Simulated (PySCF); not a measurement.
germylsilane anion (GeH₆Si), SMILES [SiH3][GeH3] (connectivity only; charge and spin as stated), charge -1, multiplicity 2. Atoms are numbered in the order given.

```xyz
8

Si    -1.7623    -0.0308     0.0000
Ge     0.8504     0.0101     0.0000
H     -2.0397     0.8774     1.1848
H     -3.0910    -0.8581     0.0000
H     -2.0397     0.8774    -1.1848
H      2.1171     1.0272     0.0000
H      1.2565    -0.9085    -1.2112
H      1.2565    -0.9085     1.2112
```
Charge -1, spin multiplicity 2.

Coordinates come from a PBE0-D3(BJ)/def2-SVPD optimisation. The spin state was assumed, not searched.

Method: ωB97X/def2-TZVPD in PySCF.

Gas-phase values at a fixed geometry.

```yaml
total_energy: -2370.11305 hartree
point_group: Cs
"α spin, highest occupied and lowest empty level": -1.07 and 5.51 eV
"β spin, highest occupied and lowest empty level": -4.48 and 4.61 eV
dipole_moment_about_the_centre_of_nuclear_charge: 1.96 D
mean_static_polarisability: 115.6 bohr³ (17.13 Å³)
polarisability_principal_values: 83.6, 92.3, 170.9 bohr³
"⟨S²⟩": 0.762 (pure state 0.75)
```
